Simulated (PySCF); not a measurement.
## Running PySCF for KSr

The script input.py:

```python
from pyscf import gto, dft

mol = gto.M(
    atom='K 0 0 0; Sr 0 0 3.655',
    basis='sbkjc',
    ecp={'K': 'sbkjc', 'Sr': 'sbkjc'},
    charge=0,
    spin=1,
    symmetry=True,
    verbose=3,
)
mf = dft.UKS(mol, xc='wb97')
mf.kernel()
mf.mulliken_pop()
mf.dip_moment()
print('orbital energies (hartree):', [e[max(0, n-3):n+3].round(4) for e, n in zip(mf.mo_energy, mol.nelec)])
```

```bash
$ OMP_NUM_THREADS=1 python input.py
```

It prints:

```
converged SCF energy = -0.715813818230742  <S^2> = 0.7583643  2S+1 = 2.0083469
 ** Mulliken pop       alpha | beta **
pop of  0 K 4s        0.91646 | 0.26085
pop of  0 K 5s        0.10037 | -0.01395
pop of  0 K 4px       0.00000 | 0.00000
pop of  0 K 4py       0.00000 | 0.00000
pop of  0 K 4pz       0.04883 | 0.12363
pop of  0 K 5px       0.00000 | 0.00000
pop of  0 K 5py       0.00000 | 0.00000
pop of  0 K 5pz      -0.03768 | -0.01852
pop of  1 Sr 5s        0.76859 | 0.71198
pop of  1 Sr 6s        0.03267 | -0.04970
pop of  1 Sr 5px       0.00000 | 0.00000
pop of  1 Sr 5py       0.00000 | 0.00000
pop of  1 Sr 5pz       0.11906 | 0.00924
pop of  1 Sr 6px       0.00000 | 0.00000
pop of  1 Sr 6py       0.00000 | 0.00000
pop of  1 Sr 6pz       0.05170 | -0.02354
In total             2.00000 | 1.00000
 ** Mulliken atomic charges   ( Nelec_alpha | Nelec_beta ) **
charge of  0K =     -0.37999  (     1.02798      0.35201 )
charge of  1Sr =      0.37999  (     0.97202      0.64799 )
Dipole moment(X, Y, Z, Debye):  0.00000,  0.00000, -1.67497
orbital energies (hartree): [array([-0.2253, -0.1353, -0.0016, -0.0016,  0.0058]), array([-0.2097, -0.0118,  0.005 ,  0.005 ])]
```

In short: E(SCF) = -0.715814 Eh, ⟨S²⟩ = 0.758, μz(SCF) = -1.67 D.

It ran on AMD EPYC 9R45 96-Core (1 thread, shared host) in 0.71 s.

The bond length is a typed value, not an optimised one. No search for the lowest solution was made.
